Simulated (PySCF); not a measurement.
## Field gradients at the hydrogen positions

Species: C5H9FNP.
Z-matrix (Å and degrees, GFN2-xTB geometry), rows numbered from 1:
```
F 
C   1  1.3564
P   2  1.6781  1  118.78
N   3  1.6733  2  102.75  1   179.11
C   4  1.4529  3  126.68  2   -19.28
C   5  1.5332  4  105.44  3  -157.15
C   6  1.5282  5  103.64  4    20.66
C   4  1.4529  3  120.68  2  -178.75
H   2  1.0797  1  111.44  3   177.88
H   5  1.0945  4  110.73  3    81.92
H   5  1.0962  4  109.58  3   -37.26
H   6  1.0879  5  111.87  4   142.48
H   6  1.0903  5  110.15  4   -96.62
H   7  1.0872  6  112.85  5  -157.19
H   7  1.0906  6  110.37  5    80.33
H   8  1.0976  4  109.74  3  -107.30
H   8  1.0898  4  110.78  3    12.64
```

Level: PBE0/pcSseg-1 (PySCF, non-relativistic); Q(2H) = 0.00286 b; rigid geometry, the same for H and D, with no vibrational averaging.

Question: Rank these positions by the coupling χzz of a deuteron there, largest first.
A. H16 (methylene hydrogen)
B. H14 (methylene hydrogen)
C. H9 (hydrogen on carbon)
D. H17 (methylene hydrogen)
E. H10 (methylene hydrogen)

Answer: C (221 kHz), B (211 kHz), D (203 kHz), E (199 kHz), A (194 kHz).

Q: What are Vzz, η and χzz (234.96 MHz × Q × Vzz) at all hydrogens?

A: 
```json
{"atom": "H9", "bonded to": "C2", "bond length (Å)": "1.080", "Vzz (au)": "0.3283", "η": "0.14", "χzz (kHz)": "221"}
{"atom": "H10", "bonded to": "C5", "bond length (Å)": "1.094", "Vzz (au)": "0.2957", "η": "0.03", "χzz (kHz)": "199"}
{"atom": "H11", "bonded to": "C5", "bond length (Å)": "1.096", "Vzz (au)": "0.2892", "η": "0.05", "χzz (kHz)": "194"}
{"atom": "H12", "bonded to": "C6", "bond length (Å)": "1.088", "Vzz (au)": "0.3126", "η": "0.01", "χzz (kHz)": "210"}
{"atom": "H13", "bonded to": "C6", "bond length (Å)": "1.090", "Vzz (au)": "0.3056", "η": "0.01", "χzz (kHz)": "205"}
{"atom": "H14", "bonded to": "C7", "bond length (Å)": "1.087", "Vzz (au)": "0.3144", "η": "0.00", "χzz (kHz)": "211"}
{"atom": "H15", "bonded to": "C7", "bond length (Å)": "1.091", "Vzz (au)": "0.3056", "η": "0.00", "χzz (kHz)": "205"}
{"atom": "H16", "bonded to": "C8", "bond length (Å)": "1.098", "Vzz (au)": "0.2888", "η": "0.03", "χzz (kHz)": "194"}
{"atom": "H17", "bonded to": "C8", "bond length (Å)": "1.090", "Vzz (au)": "0.3019", "η": "0.06", "χzz (kHz)": "203"}
```

Q: How does χzz go with the bond length over the 9 C–H bonds?

A: A straight-line fit has a slope of -15.6 kHz for each 0.01 Å, with a correlation coefficient of -0.99, over lengths from 1.080 to 1.098 Å. The longer bonds have the smaller couplings here.

Geometry: GFN2-xTB, one conformer, isolated molecule. GFN2-xTB bond lengths can be off by several hundredths of an ångström, more for odd bonds, and the gradients follow them. With a basis this small, the couplings can be 20 % off.
